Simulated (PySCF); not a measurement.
This PySCF input asks for the NMR shieldings of SMILES C[SiH](C)CC[C@H](F)C#N, C6H12FNSi; the geometry comes from GFN2-xTB.

```python
import basis_set_exchange as bse
import numpy as np
from pyscf import gto, dft
from pyscf.prop import nmr

atoms = """
C    -1.691155    1.200108   -1.127561
Si   -1.492244   -0.058182    0.283666
C    -2.417424   -1.667269   -0.122334
C     0.364368   -0.472276    0.506795
C     1.216634    0.759392    0.779090
C     2.692029    0.391206    0.969371
F     3.421609    1.513920    1.315257
C     3.233015   -0.179569   -0.251994
N     3.628565   -0.624133   -1.226692
H    -2.738715    1.362618   -1.361989
H    -1.264335    2.164519   -0.867994
H    -1.202861    0.858527   -2.036514
H    -1.992133    0.516647    1.546474
H    -3.472798   -1.476639   -0.288491
H    -2.024717   -2.138439   -1.018764
H    -2.339614   -2.387543    0.685956
H     0.486344   -1.178407    1.330333
H     0.741522   -0.972251   -0.387716
H     0.880124    1.267089    1.684795
H     1.142298    1.464601   -0.050766
H     2.820566   -0.326977    1.793309
"""
names = dict.fromkeys(["C", "Si", "F", "N", "H"], "pcSseg-1")
basis = {el: gto.basis.parse(bse.get_basis(n, elements=[el], fmt="nwchem")) for el, n in names.items()}
mol = gto.M(atom=atoms, basis=basis, charge=0, verbose=0)
mf = dft.RKS(mol, xc="PBE0")
mf.grids.level = 2
mf.grids.alignment = dft.numint.BLKSIZE   # the property module wants whole blocks of grid points
mf.conv_tol = 1e-9
mf.kernel()

calc = nmr.RKS(mf)   # GIAO
C = mf.mo_coeff
Co = C[:, mf.mo_occ > 0]
resp = mf.gen_response(singlet=True, hermi=2)
def vind(x):   # induced exchange potential for any number of trial vectors
    d = np.einsum("pi,xij,qj->xpq", C, 2 * x.reshape(-1, C.shape[1], Co.shape[1]), Co, optimize=True)
    return np.einsum("xpq,pi,qj->xij", resp(d - d.transpose(0, 2, 1)), C, Co, optimize=True).ravel()
mo1, _ = nmr.rhf.solve_mo1(calc, with_cphf=vind)
sigma = calc.kernel(mo1)
for i, s in enumerate(sigma):   # ppm
    w = np.linalg.eigvalsh((s + s.T) / 2)
    print("%2d %-2s iso %8.1f  s11 %8.1f  s22 %8.1f  s33 %8.1f" % (i, mol.atom_pure_symbol(i), w.mean(), *w))
```

**Question.** Give the expected output.

**Answer.** 
```
 0 C  iso    191.8  s11    189.1  s22    192.8  s33    193.7
 1 Si iso    364.4  s11    335.6  s22    373.2  s33    384.4
 2 C  iso    190.1  s11    185.8  s22    189.9  s33    194.7
 3 C  iso    174.9  s11    168.8  s22    171.7  s33    184.3
 4 C  iso    152.5  s11    130.2  s22    156.8  s33    170.4
 5 C  iso    101.4  s11     58.7  s22     91.8  s33    153.7
 6 F  iso    380.0  s11    342.2  s22    384.4  s33    413.2
 7 C  iso     64.8  s11    -53.3  s22    -46.1  s33    294.0
 8 N  iso    -46.8  s11   -218.2  s22   -191.4  s33    269.3
 9 H  iso     31.5  s11     26.6  s22     28.5  s33     39.4
10 H  iso     31.4  s11     26.3  s22     29.8  s33     38.1
11 H  iso     31.6  s11     27.6  s22     29.4  s33     38.0
12 H  iso     27.3  s11     24.3  s22     25.4  s33     32.1
13 H  iso     31.6  s11     26.7  s22     28.6  s33     39.4
14 H  iso     31.6  s11     27.3  s22     29.6  s33     37.8
15 H  iso     31.6  s11     26.7  s22     29.0  s33     38.9
16 H  iso     31.4  s11     26.1  s22     31.0  s33     37.1
17 H  iso     31.0  s11     25.9  s22     31.7  s33     35.3
18 H  iso     29.7  s11     24.6  s22     30.2  s33     34.4
19 H  iso     29.8  s11     24.6  s22     31.5  s33     33.3
20 H  iso     26.7  s11     23.7  s22     27.3  s33     29.1
```

These numbers come from an equivalent density-fitted implementation of the same equations, which agrees with the script to about 0.01 ppm for H and up to a few tenths of a ppm for heavy atoms, so last digits may differ.

**Question.** Turn these shieldings into chemical shifts. References, each an isolated molecule treated in the same way: TMS for 13C (σref 186.93) and 29Si (σref 349.16) and 1H (σref 31.72); 19F (σref 170.95) against CFCl3; 15N (σref 267.73) against NH3.

**Answer.** Averaging equivalent atoms: C 7: 122.1; C 5: 85.5; C 4: 34.4; C 3: 12.0; C 2: -3.2; C 0: -4.9; Si 1: -15.2; F 6: -209.0; N 8: 314.5; H 20: 5.02; H 12: 4.44; H 18: 2.00; H 19: 1.92; H 17: 0.74; H 16: 0.32; H 9/10/11: 0.19; H 13/14/15: 0.16 ppm. Unscaled 19F shifts against computed CFCl3 carry errors that often reach 10 to 50 ppm. Experimental scales use liquid or dissolved standards, which lie at an offset from isolated NH3 (liquid NH3: subtract about 20 ppm). Unscaled 15N shifts of sp2 nitrogen come out 20 to 40 ppm too high even then.

Size and cost of the density-fitted run: 220 basis functions, 110 s wall time on 1 thread of an Arm Neoverse N1, shared host; peak memory 0.88 GiB.
